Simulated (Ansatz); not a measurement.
In13As13H30, a nanocrystal cut from zinc blende InAs (hydrogen-capped). The state is a singlet with charge 0. Geometry r2SCAN-D4/def2-SVP, basis def2-SVP, Ansatz.

```xyz
56

In    1.7956   -2.8435   -0.4671
In    3.0862   -0.8897    3.4319
In    5.7035   -0.5482   -0.0975
In    2.1319    1.0105   -2.4416
In    3.4131    2.8540    1.5133
In   -0.9669   -3.3975    3.1016
In   -2.0066   -5.3176   -0.7313
In   -1.5529   -1.2674   -2.7409
In   -4.2183   -1.8669    0.8937
In   -0.4156    0.5426    0.9907
In   -0.2720    4.5858   -0.9859
In   -3.8494    2.3737   -1.2761
In   -1.3086    2.7523   -4.8549
As    3.7479   -1.9785    1.1384
As   -0.0209   -4.3101    0.8308
As    1.2073   -2.5373    4.4436
As    0.4833   -0.6310   -1.1495
As    1.6308    1.1739    2.5710
As    4.0553    1.5400   -0.6648
As    0.6294    3.1508   -2.9887
As    1.8525    4.8755    0.6484
As   -2.0620   -1.1111    2.2707
As   -3.0779   -2.8710   -1.2452
As   -2.7345    1.0713   -3.2621
As   -5.2313    0.4942    0.0755
As   -1.7260    2.7516    0.2938
H     2.4429   -3.7103   -1.8163
H     4.2681   -0.4862    4.6223
H     6.0590   -1.3422   -1.5858
H     6.7887   -0.0109    1.1359
H     2.7952    0.3326   -3.8877
H     4.6087    3.4212    2.6205
H    -1.9856   -4.3544    4.1133
H    -1.2770   -5.8755   -2.1902
H    -3.1062   -6.1386    0.3194
H    -1.0676   -2.0565   -4.2012
H    -5.3784   -2.7572    1.8096
H    -1.0770    6.0913   -1.2359
H    -4.8073    3.7846   -1.5385
H    -0.6196    1.8040   -6.1190
H    -2.2086    4.2238   -4.9643
H     4.4349   -3.2526    1.5923
H     0.7578   -5.5280    1.2908
H     1.9257   -3.7661    4.9583
H     0.7742   -2.0168    5.7980
H     1.0620    1.8547    3.7997
H     4.9404    2.5446   -1.3783
H     1.5974    4.1170   -3.6450
H     2.7654    5.9013    0.0118
H     1.4478    5.7250    1.8349
H    -2.5624   -0.3879    3.5050
H    -4.2786   -3.1556   -2.1276
H    -3.9440    0.6908   -4.0950
H    -6.4752    0.1896   -0.7313
H    -5.9435    1.1511    1.2394
H    -2.2311    3.4006    1.5669
```

```
run  HOMO (eV)  LUMO (eV)
  A      -5.71      -2.71
  B      -6.62      -2.03
  C      -5.94      -2.55
  D      -6.42      -2.25
```

In the def2 sets In takes a core potential; there is no spin–orbit coupling. B3LYP takes the VWN-RPA correlation. Single mean-field runs in def2-SVP are fitted with def2-universal-jkfit.

The runs used B3LYP, PBE, PBE0, r2SCAN. Estimate which is which.

A PBE (0 % exact exchange); B PBE0 (25 % exact exchange); C r2SCAN (0 % exact exchange); D B3LYP (20 % exact exchange). Exact exchange lowers occupied and raises empty levels; among semilocal functionals meta-GGAs tend to open the gap a little, and such runs are hard to tell apart. The gap grows from 3.00 eV (PBE) to 4.60 eV (PBE0).
